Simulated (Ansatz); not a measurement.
B₁₀P₁₀. Charge 0, multiplicity 3. Geometry PBE-D4/def2-SVP, that of the neutral singlet; atoms count from 1.

```xyz
20

B    -0.4009    2.2949    1.1539
B     1.1221    1.2171    0.3867
B     1.6839    0.1267    1.7804
B     1.5652    0.1619   -0.9253
B    -2.0387    0.7554   -0.1285
B    -1.3082   -0.4279    1.0837
B    -1.6298   -0.7866   -0.7066
B     0.4615   -1.5625   -1.6858
B     1.8861   -1.0801    0.6091
B    -1.0216   -1.9767    0.5759
P     0.6139    3.0184   -0.1981
P    -1.7929    2.6220   -0.1501
P    -0.1283    0.6901    2.1095
P     1.0157   -0.0659   -2.7271
P     2.9684    1.4285    1.2946
P     3.4012   -0.2215   -0.3249
P    -1.1039   -0.9460   -2.5864
P    -3.3664   -0.3639    0.7015
P    -2.6945   -2.4023   -0.2051
P     0.7671   -2.4817   -0.0575
```

Single mean-field runs in def2-TZVP are fitted with def2-universal-jkfit. At PBE0-D4/def2-TZVP a singlet of charge 0 lies 1.13 eV below the triplet at the same geometry.

Question: Estimate the Mulliken populations from the PBE0/def2-TZVP orbitals of Ansatz.

Answer: 
```tsv
atom	charge (e)	spin (α − β)
B1	0.15	0.03
B2	0.04	-0.03
B3	0.05	0.08
B4	0.13	0.01
B5	0.02	0.16
B6	0.06	0.08
B7	0.00	0.07
B8	0.07	0.02
B9	0.09	0.05
B10	0.12	0.07
P11	-0.03	0.05
P12	-0.07	0.05
P13	-0.11	0.09
P14	-0.05	0.14
P15	-0.08	0.13
P16	-0.10	0.10
P17	-0.05	0.08
P18	-0.05	0.14
P19	-0.07	0.48
P20	-0.13	0.21
```
Mulliken values and Mayer orders depend strongly on the basis.

Question: Where does the spin sit?

Answer: Summed by element: B 0.53, P 1.47, of 2 unpaired in all. Largest on single atoms: P19 0.48, P20 0.21, B5 0.16.

Question: And the Mayer bond orders between bonded heavy atoms (over 0.3)?

Answer: B1–B2 0.31 (2.02 Å); B1–P11 1.21 (1.84 Å); B1–P12 0.91 (1.94 Å); B1–P13 0.94 (1.89 Å); B2–B3 0.35 (1.86 Å); B2–B4 0.96 (1.74 Å); B2–P11 0.71 (1.96 Å); B2–P13 0.46 (2.19 Å); B2–P15 0.73 (2.07 Å); B3–B9 0.99 (1.69 Å); B3–P13 0.86 (1.93 Å); B3–P15 1.00 (1.89 Å); B4–P14 0.94 (1.90 Å); B4–P16 0.75 (1.97 Å); B5–B6 0.41 (1.84 Å); B5–B7 0.74 (1.70 Å); B5–P12 1.13 (1.88 Å); B5–P18 0.85 (1.92 Å); B6–B7 0.51 (1.85 Å); B6–B10 0.98 (1.65 Å); B6–P13 0.77 (1.92 Å); B6–P18 0.70 (2.09 Å); B7–B10 0.41 (1.85 Å); B7–P17 0.79 (1.96 Å); B7–P18 0.38 (2.28 Å); B7–P19 0.63 (2.00 Å); B8–P14 1.04 (1.91 Å); B8–P17 1.01 (1.91 Å); B8–P20 1.03 (1.89 Å); B9–P16 0.93 (1.98 Å); B9–P20 0.90 (1.91 Å); B10–P19 0.93 (1.89 Å); B10–P20 0.84 (1.96 Å); P11–P12 0.73 (2.44 Å); P14–P17 0.87 (2.30 Å); P15–P16 0.90 (2.35 Å); P18–P19 0.87 (2.33 Å).
